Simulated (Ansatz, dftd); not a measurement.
System: CH$_{4}$ClSi, charge 0, doublet. CH4ClSi (SMILES [SiH2](Cl)[CH2], doublet).
B3LYP-D3(BJ)/def2-TZVP minimum from Ansatz (a quantum-chemistry and plane-wave program):
```xyz
7

Si    -0.7224     0.0679    -0.2976
Cl     1.2726     0.6005    -0.0391
C     -1.1130    -1.4045     0.7222
H     -1.5319     1.2303     0.1172
H     -0.9054    -0.2181    -1.7340
H     -0.9671    -2.4164     0.3620
H     -1.4381    -1.3278     1.7534
```
Charge 0, spin multiplicity 2.

Quantity: atomisation energy (electronic, to ground-state atoms), in kcal/mol. Radicals and triplets start from unrestricted determinants; spin-orbit coupling is neglected. Cores are frozen in correlated methods. Rows without X2C or -DK are non-relativistic. CBS(X,Y): correlation extrapolated as X^-3, Hartree-Fock from the larger set. A bracket is a step between two methods taken in the basis named. Functionals run without relativity, which enters their misses. Double hybrids freeze cores in their MP2 part. 'core' is core correlation in cc-pwCVTZ (1s frozen past Ne), 'X2C' scalar relativity in cc-pVTZ-DK, both at CCSD(T). Where a partner has so few electrons that a lower coupled-cluster level is exact, that level stands in.

| level | program | atomisation energy (kcal/mol) | difference against the last row |
|---|---|---|---|
| HF/cc-pV(Q+d)Z | Ansatz | 418.4 | -120.0 |
| B3LYP-D3(BJ)/def2-TZVPD | Ansatz + dftd3 | 536.9 | -1.5 |
| PBE0-D4/def2-TZVPD | Ansatz + dftd4 | 536.8 | -1.6 |
| PBE0/def2-TZVPD | Ansatz | 534.2 | -4.2 |
| r2SCANh-D4/def2-TZVPD | Ansatz + dftd4 | 540.1 | 1.7 |
| CAM-B3LYP-D4/def2-TZVPD | Ansatz + dftd4 | 537.7 | -0.7 |
| B2PLYP-D4/def2-TZVPD | Ansatz + dftd4 | 530.4 | -8.0 |
| B2PLYP/def2-TZVPD | Ansatz | 528.3 | -10.1 |
| MP2/cc-pV(D+d)Z | Ansatz | 495.7 | -42.7 |
| CCSD(T)/cc-pV(Q+d)Z | Ansatz | 532.0 | -6.4 |
| CCSD(T)/CBS(cc-pV(T+d)Z,cc-pV(Q+d)Z) | Ansatz | 538.3 | -0.1 |
| CCSDT(Q)/cc-pV(D+d)Z | Ansatz | 493.0 | -45.4 |
| CCSD(T)/CBS(cc-pV(T+d)Z,cc-pV(Q+d)Z) + [CCSDT(Q) - CCSD(T)]/cc-pV(D+d)Z + core + X2C | Ansatz | 538.4 | 0.0 |
